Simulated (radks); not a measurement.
Question: Radial electron density D(r) = 4 pi r^2 rho(r) of an atom or ion with 35 electrons. Method: scalar-relativistic Kohn-Sham, SCAN, spin-polarised, spherical densities, finite nucleus; meta-GGA in the generalised Kohn-Sham scheme; Fermi nuclear charge, rms radius of each element as measured or else 0.836 A^(1/3) + 0.57 fm; computed with a radial shooting solver on a logarithmic mesh with Libxc functionals.

r (bohr),D(r) (e/bohr),spin D(r)
0.002562,19.85,0.000466
0.002888,23.46,0.000643
0.003256,27.57,0.000896
0.003672,32.20,0.00126
0.00414,37.34,0.00179
0.004668,42.97,0.00255
0.005305,49.42,0.00376
0.005981,55.77,0.00542
0.006744,62.25,0.00782
0.007604,68.62,0.0113
0.008573,74.61,0.0162
0.009666,79.90,0.0233
0.0109,84.17,0.0331
0.01239,87.28,0.0479
0.01397,88.61,0.0670
0.01575,88.36,0.0925
0.01775,86.70,0.126
0.02002,84.08,0.168
0.02257,81.22,0.220
0.02565,78.94,0.285
0.02892,78.58,0.352
0.03261,80.77,0.419
0.03677,85.85,0.478
0.04146,93.46,0.517
0.04674,102.4,0.522
0.05312,111.2,0.477
0.0599,116.3,0.383
0.06753,116.7,0.250
0.07614,111.8,0.110
0.08585,102.8,0.0107
0.0968,92.88,0.0117
0.11,85.40,0.164
0.124,84.20,0.442
0.1399,88.80,0.777
0.1577,96.22,1.04
0.1778,101.2,1.07
0.2005,98.90,0.831
0.226,87.47,0.401
0.2569,68.22,0.0227
0.2896,49.49,0.0660
0.3266,35.56,0.623
0.3682,28.28,1.56
0.4151,25.62,2.46
0.4681,23.74,2.92
0.532,19.62,2.68
0.5998,13.81,1.97
0.6763,7.970,1.17
0.7625,3.687,0.550
0.8597,1.340,0.203
0.9694,0.3744,0.0572
1.102,0.06980,0.0108
1.242,0.01038,0.00161
1.401,0.001079,0.000168

What is the nuclear charge?

Answer: Z = 66. The innermost maximum, from 1s, lies near gamma/Z bohr with gamma = sqrt(1 - (Z/c)^2) = 0.876, here 0.0133 bohr (found: 0.0145), and its height grows with Z. The density is that of the dysprosium ion Dy31+ in [Ar] 3d10 4s2 4p5; the configuration itself is not fixed sharply by these data, and Z only to a few units. D(r) has 3 maxima, at r = 0.0145, 0.0644, 0.184 bohr, and minima at 0.0278, 0.119 bohr, inside which lie 1.93, 10.99 electrons.
